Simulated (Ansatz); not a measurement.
BeB+, closed-shell singlet (lowest of 2S+1 = 1, 3 at CCSD(T)/def2-TZVPP on PBE0 minima; our sources give no spin for the ground state, which may be another), most abundant isotopes (9.0122 and 11.0093 u). Constants from fifth-degree fits in 1/R to seven points on the lowest solution found; no spin–orbit coupling, no relativity up to Kr; ω_e x_e and α_e move by some per cent with the fit.

Frozen-core correlation. CBS: X⁻³ extrapolation of the correlation energy, Hartree–Fock from the larger set.

Run with Ansatz (Gaussian basis) for Hartree–Fock, density functionals and correlated methods. Values without a source in brackets are computed.

```
level                                  r_e (Å)  ω_e (cm⁻¹)  ω_e x_e (cm⁻¹)  α_e (cm⁻¹)
-------------------------------------  -------  ----------  --------------  ----------
PBE/def2-TZVPP                          2.2171       466.3            4.64      0.0108
CCSD(T)/CBS(aug-cc-pVQZ, aug-cc-pV5Z)   2.1921       486.6            4.35      0.0101
```

Question: Derive the rotational constants, the centrifugal constant, the fundamental, the zero-point energy and the force constant.

Answer: 
μ = 4.95557 u.
- PBE/def2-TZVPP: B_e = 16.8576/(μ r_e²) = 0.69202 cm⁻¹; B₀ = B_e − α_e/2 = 0.68663 cm⁻¹; D = 4B_e³/ω_e² = 6.10e-06 cm⁻¹; fundamental ω_e − 2ω_e x_e = 457 cm⁻¹; zero-point energy ω_e/2 − ω_e x_e/4 = 232 cm⁻¹; k = μ(2πcω_e)² = 63.5 N/m; the line J = 1 ← 0 at 2B₀ = 41.17 GHz
- CCSD(T)/CBS(aug-cc-pVQZ, aug-cc-pV5Z): B_e = 16.8576/(μ r_e²) = 0.70793 cm⁻¹; B₀ = B_e − α_e/2 = 0.70286 cm⁻¹; D = 4B_e³/ω_e² = 5.99e-06 cm⁻¹; fundamental ω_e − 2ω_e x_e = 478 cm⁻¹; zero-point energy ω_e/2 − ω_e x_e/4 = 242 cm⁻¹; k = μ(2πcω_e)² = 69.1 N/m; the line J = 1 ← 0 at 2B₀ = 42.14 GHz

Doubts at one or more of the structures used: a restricted determinant that unrestricted orbitals would lower (CCSD(T)/CBS(aug-cc-pVQZ, aug-cc-pV5Z)).

Ansatz is a first-principles code.
